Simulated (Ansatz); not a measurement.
A nudged elastic band was laid between two geometries of CH5Ga + H2 (9 atoms, charge 0, multiplicity 1).

These are results of RKS PBE/def2-SVP in Ansatz, not measurements.

```json
{
  "movable images": "7",
  "climbing image": "yes",
  "spring": "5.0 eV/Å²",
  "optimiser": "quadratic models (default)",
  "start path": "through a guess of the saddle point",
  "force threshold": "0.05 eV/Å",
  "iteration limit": "60",
  "end points": "relaxed"
}
```

Image 0:

```xyz
9
Properties=species:S:1:pos:R:3
Ga -0.008 -0.001 0.360
C 0.033 0.316 2.321
H -0.917 0.033 2.816
H 0.876 -0.205 2.816
H 0.178 1.406 2.485
H 1.345 -0.196 -0.445
H -1.371 0.118 -0.442
H -0.298 -2.353 0.171
H -0.269 -2.277 0.942
```

Image 8:

```xyz
9
Properties=species:S:1:pos:R:3
Ga -0.080 -0.601 -0.405
C -0.022 -0.142 2.555
H -0.952 0.061 3.116
H 0.831 -0.269 3.246
H 0.189 0.714 1.885
H 1.347 0.060 -0.572
H -1.384 0.287 -0.505
H -0.207 -2.175 -0.290
H -0.153 -1.094 1.996
```

**Question.** Which bonds break or form, and what moves?

**Answer.** Bonds broken: Ga1–C2, H8–H9. Bonds formed: Ga1–H8, C2–H9. CH5Ga + H2 becomes CH4 + GaH3.

**Question.** What energy profile does the band end with?

**Answer.** The forces met the threshold. The highest image is number 4 of 0 to 8, 1.05 eV above the first end and 1.46 eV above the last; the last end lies 0.41 eV below the first. A vibrational analysis at the climbing image gives one clearly imaginary mode, 1266i cm⁻¹: a first-order saddle point. The orbitals stay closed-shell, which can raise the energy where a bond breaks towards radicals; this wasn't checked here.

```tsv
image	path coordinate (Å)	energy (eV)	Ga1–C2 (Å)	H8–H9 (Å)	Ga1–H8 (Å)
0	0.00	0.00	1.99	0.77	2.38
1	0.41	0.02	1.99	0.78	2.32
2	0.81	0.14	2.00	0.78	2.17
3	1.22	0.55	2.07	0.84	1.96
4	1.62	1.05	2.22	1.08	1.77
5	2.04	0.37	2.41	1.48	1.65
6	2.45	-0.22	2.67	1.84	1.59
7	2.87	-0.39	2.86	2.20	1.58
8	3.28	-0.41	3.00	2.53	1.58
```

**Question.** What is the geometry of the highest image?

**Answer.** 
```xyz
9
Properties=species:S:1:pos:R:3:forces:R:3
Ga -0.046 -0.270 0.034 0.00 0.02 -0.01
C -0.020 -0.048 2.240 0.00 -0.02 0.00
H -0.988 -0.186 2.760 0.00 0.01 0.00
H 0.797 -0.505 2.834 0.00 0.01 0.00
H 0.188 1.041 2.199 0.00 0.00 0.00
H 1.417 -0.099 -0.480 0.00 0.00 0.00
H -1.461 0.162 -0.459 0.00 0.00 0.00
H -0.193 -1.961 0.523 0.00 -0.02 0.00
H -0.124 -1.293 1.374 0.00 0.00 0.01
```

**Question.** What are the harmonic wavenumbers there?

**Answer.** 1266i, 56, 387, 397, 585, 625, 661, 698, 741, 963, 1126, 1154, 1378, 1407, 1643, 1885, 1973, 1992, 2977, 3070, 3097 cm⁻¹.

Time of the run: 120 s on 1 thread of Arm Neoverse V1, on a shared host, peak memory 0.094 GiB.
